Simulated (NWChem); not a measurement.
System: CH$_{7}$BSi; SMILES B(C)[SiH3]

The following NWChem deck was run.

```
start job
memory heap 200 mb stack 900 mb global 1100 mb
geometry units angstroms noautoz
  B     -0.603869    -0.649507     0.020677
  H     -1.818514    -0.783961    -0.016862
  C      0.287959    -1.926218     0.045230
  H     -0.163222    -2.804109     0.550630
  H      1.342762    -1.792901     0.354554
  H      0.317138    -2.204230    -1.041758
  Si     0.104218     1.248613    -0.021352
  H     -0.239430     1.897783     1.302123
  H     -0.557636     2.082236    -1.092241
  H      1.599008     1.359469    -0.199111
end
basis spherical
  * library aug-cc-pvdz
end
dft
  xc pbe0
  iterations 150
  mulliken
end
task dft energy
```

Parts of the log:

```
             Northwest Computational Chemistry Package (NWChem) 7.3.0
             --------------------------------------------------------

 C1  symmetry detected

                             Geometry "geometry" -> ""
                             -------------------------

 Output coordinates in angstroms (scale by  1.889725989 to convert to a.u.)

  No.       Tag          Charge          X              Y              Z
 ---- ---------------- ---------- -------------- -------------- --------------
    1 B                    5.0000    -0.62013659    -0.66689858     0.01411632
    2 H                    1.0000    -1.83410678    -0.80787879    -0.02124602
    3 C                    6.0000     0.27921327    -1.93855920     0.01446312
    4 H                    1.0000    -0.16496088    -2.82727390     0.50698881
    5 H                    1.0000     1.33435848    -1.80412003     0.32212986
    6 H                    1.0000     0.30598865    -2.19851292    -1.07704599
    7 Si                  14.0000     0.07669839     1.23579825     0.00073919
    8 H                    1.0000    -0.26582910     1.86111689     1.33593700
    9 H                    1.0000    -0.59397178     2.08297102    -1.05390819
   10 H                    1.0000     1.57014726     1.35837040    -0.18056440

 Effective nuclear repulsion energy (a.u.)      90.3137958202

                                 NWChem DFT Module
                                 -----------------

 Summary of "ao basis" -> "ao basis" (spherical)
 ------------------------------------------------------------------------------
       Tag                 Description            Shells   Functions and Types
 ---------------- ------------------------------  ------  ---------------------
 B                        aug-cc-pvdz                9       23   4s3p2d
 H                        aug-cc-pvdz                5        9   3s2p
 C                        aug-cc-pvdz                9       23   4s3p2d
 Si                       aug-cc-pvdz               11       27   5s4p2d

            General Information
            -------------------
          SCF calculation type: DFT
          Wavefunction type:  closed shell.
          No. of atoms     :    10
          No. of electrons :    32
           Alpha electrons :    16
            Beta electrons :    16
          Charge           :     0
          Spin multiplicity:     1
          Use of symmetry is: off; symmetry adaption is: off
          Maximum number of iterations: 150
          AO basis - number of functions:   136
                     number of shells:    64
          Convergence on energy requested:  1.00D-06
          Convergence on density requested:  1.00D-05
          Convergence on gradient requested:  5.00D-04

              XC Information
              --------------
                         PBE0 Method XC Functional
                     Hartree-Fock (Exact) Exchange  0.250
          PerdewBurkeErnzerhof Exchange Functional  0.750
            Perdew 1991 LDA Correlation Functional  1.000 local
           PerdewBurkeErnz. Correlation Functional  1.000 non-local

             Grid Information
             ----------------
          Grid used for XC integration:  medium
          Radial quadrature: Mura-Knowles
          Angular quadrature: Lebedev.
          Tag              B.-S. Rad. Rad. Pts. Rad. Cut. Ang. Pts.
          ---              ---------- --------- --------- ---------
          B                   0.85       49          14.0       434
          H                   0.35       45          17.0       434
          C                   0.70       49          15.0       434
          Si                  1.10       88          16.0       590
          Grid pruning is: on
          Number of quadrature shells:   501
          Spatial weights used:  Erf1

      Superposition of Atomic Density Guess
      -------------------------------------

 Sum of atomic energies:        -354.53149901

      Non-variational initial energy
      ------------------------------

 Total energy =    -355.881054
 1-e energy   =    -665.513425
 2-e energy   =     219.318575
 HOMO         =      -0.300777
 LUMO         =      -0.050154

     ---------------------------------------------
      Total Density - Mulliken Population Analysis
     ---------------------------------------------

    Atom       Charge   Shell Charges
 -----------   ------   -------------------------------------------------------
    1 B    5     5.16   2.01  0.70  0.74 -0.06  1.25  0.49  0.01  0.07 -0.06
    2 H    1     0.51   0.73 -0.19 -0.05  0.01  0.00
    3 C    6     5.97   2.01  0.74  0.34  0.05  2.12  0.71  0.00  0.03 -0.03
    4 H    1     1.15   0.67  0.46  0.02  0.03 -0.03
    5 H    1     1.13   0.68  0.43  0.03  0.03 -0.04
    6 H    1     0.96   0.64  0.27  0.03  0.03 -0.01
    7 Si  14    14.65   2.00  2.02  0.79  0.65 -0.04  6.01  1.42  1.58  0.02  0.13  0.06
    8 H    1     0.83   0.68  0.14  0.01  0.01 -0.00
    9 H    1     0.82   0.68  0.12  0.01  0.01 -0.00
   10 H    1     0.82   0.69  0.12  0.00  0.01 -0.00

   convergence    iter        energy       DeltaE   RMS-Dens  Diis-err
 ---------------- ----- ----------------- --------- --------- ---------
 d= 0,ls=0.0,diis     1   -356.3842760500 -4.47D+02  1.01D-02  1.97D-01
 d= 0,ls=0.0,diis     2   -356.4079103563 -2.36D-02  2.32D-03  2.93D-02
 d= 0,ls=0.0,diis     3   -356.4106389559 -2.73D-03  6.80D-04  1.18D-02
 d= 0,ls=0.0,diis     4   -356.4122870162 -1.65D-03  1.37D-04  1.15D-04
 d= 0,ls=0.0,diis     5   -356.4123036250 -1.66D-05  3.91D-05  1.38D-05
  Resetting Diis
 d= 0,ls=0.0,diis     6   -356.4123059768 -2.35D-06  7.84D-06  6.80D-07
 d= 0,ls=0.0,diis     7   -356.4123060957 -1.19D-07  2.37D-06  2.39D-08

         Total DFT energy =     -356.412306095671
      One electron energy =     -668.834364311062
           Coulomb energy =      254.826060656548
    Exchange-Corr. energy =      -32.717798261345
 Nuclear repulsion energy =       90.313795820188

 Numeric. integr. density =       32.000017531664

                       DFT Final Molecular Orbital Analysis
                       ------------------------------------

 Vector   14  Occ=2.000000D+00  E=-3.487648D-01
              MO Center= -1.8D-01,  1.6D+00,  2.9D-01, r^2= 2.4D+00
   Bfn.  Coefficient  Atom+Function         Bfn.  Coefficient  Atom+Function
  ----- ------------  ---------------      ----- ------------  ---------------
    96      0.366670   7 Si pz              110      0.348514   8 H  s
    93      0.333306   7 Si pz              119     -0.261274   9 H  s
    75      0.107521   6 H  s               128     -0.088395  10 H  s
   108      0.065894   7 Si d  1            101      0.056153   7 Si d -1
    74      0.050006   6 H  s                57     -0.049284   4 H  s

 Vector   15  Occ=2.000000D+00  E=-3.345066D-01
              MO Center=  8.1D-02,  4.3D-01, -1.6D-01, r^2= 4.4D+00
   Bfn.  Coefficient  Atom+Function         Bfn.  Coefficient  Atom+Function
  ----- ------------  ---------------      ----- ------------  ---------------
    94      0.285735   7 Si px              128      0.273293  10 H  s
     5     -0.230729   1 B  px               91      0.225578   7 Si px
     8     -0.216832   1 B  px              119     -0.215692   9 H  s
    24      0.195707   2 H  s                38     -0.183927   3 C  py
    95     -0.162915   7 Si py               37      0.150034   3 C  px

 Vector   16  Occ=2.000000D+00  E=-2.913641D-01
              MO Center= -2.9D-01,  7.7D-04,  3.0D-02, r^2= 3.2D+00
   Bfn.  Coefficient  Atom+Function         Bfn.  Coefficient  Atom+Function
  ----- ------------  ---------------      ----- ------------  ---------------
     6      0.339869   1 B  py               92     -0.310619   7 Si py
     3     -0.287860   1 B  s                95     -0.233140   7 Si py
     8      0.216379   1 B  px               24     -0.194752   2 H  s
     5      0.191650   1 B  px               25      0.174443   2 H  s
    57      0.171174   4 H  s                38     -0.161905   3 C  py

 Vector   17  Occ=0.000000D+00  E=-6.713280D-02
              MO Center= -5.1D-01, -4.2D-01,  1.7D-02, r^2= 3.3D+00
   Bfn.  Coefficient  Atom+Function         Bfn.  Coefficient  Atom+Function
  ----- ------------  ---------------      ----- ------------  ---------------
     7      0.493702   1 B  pz               10      0.429313   1 B  pz
    76      0.329529   6 H  s                75      0.280408   6 H  s
    13      0.226398   1 B  pz              112     -0.210040   8 H  s
    58     -0.189051   4 H  s                57     -0.169681   4 H  s
     4     -0.167312   1 B  s                74      0.154961   6 H  s

 Vector   18  Occ=0.000000D+00  E=-4.043922D-03
              MO Center=  2.3D-01, -1.3D+00, -2.9D-01, r^2= 1.6D+01
   Bfn.  Coefficient  Atom+Function         Bfn.  Coefficient  Atom+Function
  ----- ------------  ---------------      ----- ------------  ---------------
    76      1.231634   6 H  s                87     -1.180659   7 Si s
     4     -1.009215   1 B  s               112      0.931233   8 H  s
    11     -0.896074   1 B  px               67      0.886388   5 H  s
    58      0.827916   4 H  s                36     -0.817681   3 C  s
   121      0.793835   9 H  s                26     -0.594295   2 H  s

 Vector   19  Occ=0.000000D+00  E= 1.520235D-02
              MO Center=  4.9D-02,  1.1D+00, -3.1D-02, r^2= 2.1D+01
   Bfn.  Coefficient  Atom+Function         Bfn.  Coefficient  Atom+Function
  ----- ------------  ---------------      ----- ------------  ---------------
    87      3.780416   7 Si s                 4     -2.276346   1 B  s
    12     -1.137799   1 B  py              130     -0.831805  10 H  s
   112     -0.755331   8 H  s                98     -0.681710   7 Si py
    36     -0.511101   3 C  s                 9     -0.466859   1 B  py
    95     -0.409259   7 Si py              121     -0.382197   9 H  s

     ---------------------------------------------
      Total Density - Mulliken Population Analysis
     ---------------------------------------------

    Atom       Charge   Shell Charges
 -----------   ------   -------------------------------------------------------
    1 B    5     5.43   2.02  0.62  0.69 -0.08  1.50  0.65  0.02  0.08 -0.07
    2 H    1     0.34   0.75 -0.39 -0.05  0.01  0.02
    3 C    6     5.46   2.02  0.65  0.35  0.08  2.12  0.30 -0.04  0.03 -0.05
    4 H    1     1.29   0.75  0.52  0.03  0.03 -0.04
    5 H    1     1.24   0.75  0.49  0.02  0.03 -0.05
    6 H    1     1.15   0.73  0.36  0.04  0.03 -0.01
    7 Si  14    14.84   2.00  2.04  0.76  0.66 -0.09  6.02  1.58  1.61  0.02  0.18  0.08
    8 H    1     0.76   0.71  0.04  0.01  0.01 -0.01
    9 H    1     0.76   0.72  0.02  0.02  0.01 -0.01
   10 H    1     0.73   0.72 -0.00  0.01  0.01 -0.01

     -------------------------------------------
      Total Density - Lowdin Population Analysis
     -------------------------------------------

    Atom       Charge   Shell Charges
 -----------   ------   -------------------------------------------------------
    1 B    5     5.15   1.83  0.47  0.23  0.06  1.24  0.56  0.08  0.19  0.49
    2 H    1     1.05   0.56  0.25  0.04  0.03  0.16
    3 C    6     5.97   1.86  0.48  0.25  0.07  1.80  1.02  0.13  0.09  0.28
    4 H    1     1.03   0.53  0.18  0.03  0.07  0.23
    5 H    1     1.04   0.53  0.18  0.03  0.07  0.23
    6 H    1     1.01   0.51  0.17  0.03  0.07  0.24
    7 Si  14    13.39   1.99  1.70  0.59  0.25  0.08  5.91  1.38  0.90  0.10  0.24  0.26
    8 H    1     1.11   0.57  0.31  0.05  0.02  0.17
    9 H    1     1.12   0.57  0.31  0.05  0.02  0.17
   10 H    1     1.12   0.57  0.31  0.05  0.02  0.17

     Multipole analysis of the density
     ---------------------------------

     L   x y z        total         alpha         beta         nuclear
     -   - - -        -----         -----         ----         -------
     0   0 0 0     -0.000000    -16.000000    -16.000000     32.000000

     1   1 0 0      0.069355      0.034678      0.034678      0.000000
     1   0 1 0     -0.479027     -0.239514     -0.239514      0.000000
     1   0 0 1     -0.066651     -0.033325     -0.033325      0.000000

     2   2 0 0    -23.089876    -30.519959    -30.519959     37.950042
     2   1 1 0     -0.273831      0.905614      0.905614     -2.085059
     2   1 0 1     -0.050866     -0.068658     -0.068658      0.086450
     2   0 2 0    -22.503132   -140.764694   -140.764694    259.026257
     2   0 1 1      0.209466     -0.277014     -0.277014      0.763495
     2   0 0 2    -21.478767    -18.687854    -18.687854     15.896941
```

Level: PBE0/aug-cc-pVDZ. Geometry: optimised at PBE-D3(BJ)/def2-SVP.
